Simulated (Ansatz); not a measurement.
Geometry optimisation, RKS B3LYP-D4/6-31G* (Ansatz).

input.yaml

```yaml
crystal:
  periodic: [false, false, false]
  atoms:
    - { symbol: O, position_ang: [-1.4678, 1.2207, 0.0365] }
    - { symbol: B, position_ang: [-0.2327, 0.7592, 0.4934] }
    - { symbol: Si, position_ang: [0.6767, -0.5986, -0.533] }
    - { symbol: Cl, position_ang: [-0.5132, -1.17848, -2.17369] }
    - { symbol: H, position_ang: [-2.1845, 0.6652, 0.4311] }
    - { symbol: H, position_ang: [0.2449, 1.2029, 1.488] }
    - { symbol: H, position_ang: [0.8218, -1.84812, 0.31897] }
    - { symbol: H, position_ang: [1.97317, -0.17506, -0.94129] }
basis:
  gaussian: { orbitals: "6-31G*" }
hamiltonian:
  xc: b3lyp
  dispersion: d4
relax:
  f_tol: 0.015
  max_steps: 40
```

Command:

```bash
$ ansatz run input.yaml --threads 1 --pin off --max-ram 2048MiB --backend cpu --events-out ev --progress --plain --runs-dir out
```

Problem. Where does it end, and by what steps?

Solution. The forces met the threshold. After 12 steps the energy has fallen by 1.046 eV; H5 moved furthest, 0.86 Å.

```csv
step,energy less start (eV),largest force component (eV/Å),accepted
0,0.0000,1.969,yes
1,-0.1782,0.830,yes
2,-0.2505,0.701,yes
3,-0.3964,1.938,yes
4,-0.6195,2.385,yes
5,-0.8989,0.904,yes
6,-0.9785,0.392,yes
7,-1.0018,0.333,yes
8,-1.0260,0.364,yes
9,-1.0350,0.388,yes
10,-1.0447,0.097,yes
11,-1.0454,0.049,yes
12,-1.0458,0.011,yes
```

```xyz
8
Properties=species:S:1:pos:R:3
O -1.527 1.146 0.390
B -0.266 0.778 0.692
Si 0.660 -0.642 -0.439
Cl -0.775 -1.152 -1.906
H -1.890 0.671 -0.380
H 0.243 1.320 1.630
H 0.999 -1.891 0.291
H 1.876 -0.182 -1.159
```

Whether the end is a true minimum wasn't checked by a vibrational analysis.

The run took 29 s on 1 thread of Intel(R) Xeon(R) 6975P-C (Granite Rapids), on a shared host, peak memory 0.17 GiB.
